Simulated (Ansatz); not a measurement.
Consider the substitution at a C–N bond: `C=C(F)[NH][SnH3]` + H₂S → `C=C(F)S` + `[NH2][SnH3]`.

Calculated with Ansatz (gas phase, PBE0-D4/def2-TZVP geometries, no zero-point term in ΔE). CCSD(T)/CBS is the MP2 limit (def2-TZVPP, def2-QZVPP) plus CCSD(T) − MP2 in def2-TZVPP, frozen cores. This one scheme is used for every species. DFT in def2-TZVPP. Elements past krypton have def2 core potentials. For Sn outer-core shells are correlated without core-valence functions, which leaves a few kJ/mol of doubt a bond. Each species was taken in one conformer, which may not be the lowest.

Task: Is it downhill or uphill in electronic energy at CCSD(T)/CBS, and by how much? (Estimate.)

Result: Computed: Uphill: ΔE = +36.0 kJ/mol.

Task: What do these levels give: r2SCAN-D4, PBE0-D4, ωB97M-V, PBE, CCSD/def2-TZVPP, MP2/def2-QZVPP? (An estimate is asked.)

Result: Computed: r2SCAN-D4 39.2, PBE0-D4 39.9, ωB97M-V 40.9, PBE 31.4, CCSD/def2-TZVPP 41.2, MP2/def2-QZVPP 36.7 kJ/mol.

Largest T1 diagnostic among the species: 0.013.

In def2-TZVPP, CCSD(T) changes the Hartree–Fock value by −10.7 kJ/mol (the triples alone add −2.3 kJ/mol) and MP2 by −11.2 kJ/mol. The D4 term adds +3.4 kJ/mol with B3LYP and +2.2 kJ/mol with PBE0; it sums over pairs of atoms, weighted by their polarisabilities, and B3LYP, whose exchange is more repulsive, gets the larger term. From PBE to PBE0 (25 % exact exchange), in def2-TZVPP and without D4, ΔE moves by +6.3 kJ/mol.

B3LYP here is the variant with VWN-RPA as its local correlation; programs differ in this.
